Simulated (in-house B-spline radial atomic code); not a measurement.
How G0W0 and RPA depend on the start: the scandium ion Sc⁶⁺

Configuration [Ne] 3s2 3p3, highest spin. Computed with a B-spline radial code for spherical atoms: all electrons, non-relativistic, point nucleus, each spin shell either full or empty, empty states to l = 9 with an (l + 1/2)⁻⁴ tail; G0W0 by contour deformation at full frequency.

```json
{"start": "Hartree-Fock", "mean-field 3p up (eV)": "-136.82", "G0W0 (eV)": "-137.32", "QP weight": "0.974", "RPA correlation (Eh)": "-0.85894"}
{"start": "LDA VWN5", "mean-field 3p up (eV)": "-126.15", "G0W0 (eV)": "-136.86", "QP weight": "0.947", "RPA correlation (Eh)": "-0.96863"}
{"start": "PBE", "mean-field 3p up (eV)": "-126.32", "G0W0 (eV)": "-136.83", "QP weight": "0.948", "RPA correlation (Eh)": "-0.96684"}
{"start": "PBE0", "mean-field 3p up (eV)": "-129.20", "G0W0 (eV)": "-137.00", "QP weight": "0.958", "RPA correlation (Eh)": "-0.93444"}
{"start": "r2SCAN", "mean-field 3p up (eV)": "-127.40", "G0W0 (eV)": "-136.98", "QP weight": "0.953", "RPA correlation (Eh)": "-0.94954"}
{"start": "HSE06", "mean-field 3p up (eV)": "-128.76", "G0W0 (eV)": "-136.98", "QP weight": "0.957", "RPA correlation (Eh)": "-0.93786"}
{"start": "B3LYP (VWN-RPA)", "mean-field 3p up (eV)": "-128.51", "G0W0 (eV)": "-136.95", "QP weight": "0.956", "RPA correlation (Eh)": "-0.94111"}
{"start": "SCAN", "mean-field 3p up (eV)": "-127.44", "G0W0 (eV)": "-136.95", "QP weight": "0.953", "RPA correlation (Eh)": "-0.94914"}
{"start": "TPSS", "mean-field 3p up (eV)": "-126.67", "G0W0 (eV)": "-136.87", "QP weight": "0.950", "RPA correlation (Eh)": "-0.96049"}
{"start": "BHandHLYP", "mean-field 3p up (eV)": "-131.77", "G0W0 (eV)": "-137.11", "QP weight": "0.965", "RPA correlation (Eh)": "-0.9067"}
{"start": "CAM-B3LYP", "mean-field 3p up (eV)": "-130.49", "G0W0 (eV)": "-137.04", "QP weight": "0.961", "RPA correlation (Eh)": "-0.92547"}
{"start": "LC-wPBE", "mean-field 3p up (eV)": "-131.90", "G0W0 (eV)": "-137.09", "QP weight": "0.964", "RPA correlation (Eh)": "-0.92222"}
{"start": "wB97X", "mean-field 3p up (eV)": "-131.56", "G0W0 (eV)": "-137.03", "QP weight": "0.964", "RPA correlation (Eh)": "-0.9181"}
{"start": "PBEsol", "mean-field 3p up (eV)": "-126.17", "G0W0 (eV)": "?", "QP weight": "?", "RPA correlation (Eh)": "?"}
{"start": "BLYP", "mean-field 3p up (eV)": "-126.04", "G0W0 (eV)": "-136.80", "QP weight": "0.948", "RPA correlation (Eh)": "-0.96743"}
{"start": "r2SCAN0", "mean-field 3p up (eV)": "-129.95", "G0W0 (eV)": "?", "QP weight": "?", "RPA correlation (Eh)": "?"}
{"start": "LDA exchange-only", "mean-field 3p up (eV)": "-124.76", "G0W0 (eV)": "-136.88", "QP weight": "0.946", "RPA correlation (Eh)": "-0.96801"}
```

(1) What G0W0 level, weight and RPA correlation energy follow from the PBEsol start?

(2) What G0W0 level, weight and RPA correlation energy follow from the r2SCAN0 start?

(3) How much of the dependence on the start does G0W0 remove?

Answers

(1) G0W0 level -136.85 eV, weight 0.948, RPA correlation -0.96731 hartree.

(2) G0W0 level -137.09 eV, weight 0.960, RPA correlation -0.92336 hartree.

(3) The mean-field levels span 12.1 eV and the G0W0 levels 0.528 eV. Against 137.99 ± 0.25 eV (NIST, semi-empirical) the G0W0 removal energies are off by -1.19 to -0.67 eV, with relativity, Breit and QED terms left out.
